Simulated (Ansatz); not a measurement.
iminoborane (SMILES B=N) moved off its minimum; all values from Ansatz (a first-principles code), cores frozen in correlated methods.
(charge 0, multiplicity 1)
```xyz
4

B      0.01900     0.03183    -0.70397
N     -0.02810    -0.00969     0.54786
H      0.00420     0.01255    -1.81991
H     -0.03709     0.01251     1.55216
```

| level | largest force (eV/Å) | on atom | rms difference from CCSD(T)/aug-cc-pVTZ (eV/Å) | dipole (D) |
|---|---|---|---|---|
| HF/def2-TZVPP | 4.57 | B1 | 0.805 | 0.50 |
| PBE/def2-TZVPP | 2.65 | B1 | 0.182 | 0.15 |
| r2SCAN/def2-TZVPP | 3.11 | B1 | 0.301 | 0.09 |
| B3LYP/def2-TZVPP | 3.19 | B1 | 0.354 | 0.11 |
| wB97M-V/def2-TZVPP | 3.25 | B1 | 0.379 | 0.13 |
| MP2/aug-cc-pVTZ | 2.17 | B1 | 0.073 | 0.09 |
| CCSD(T)/aug-cc-pVTZ | 2.37 | B1 | 0.000 | 0.09 |

The differences count from one level among others, with limits of its own. Forces at CCSD(T)/aug-cc-pVTZ (eV/Å):

```tsv
atom	Fx	Fy	Fz
B1	-0.144	-0.125	2.362
N2	0.078	0.115	-0.108
H3	0.055	0.035	-1.681
H4	0.011	-0.025	-0.573
```
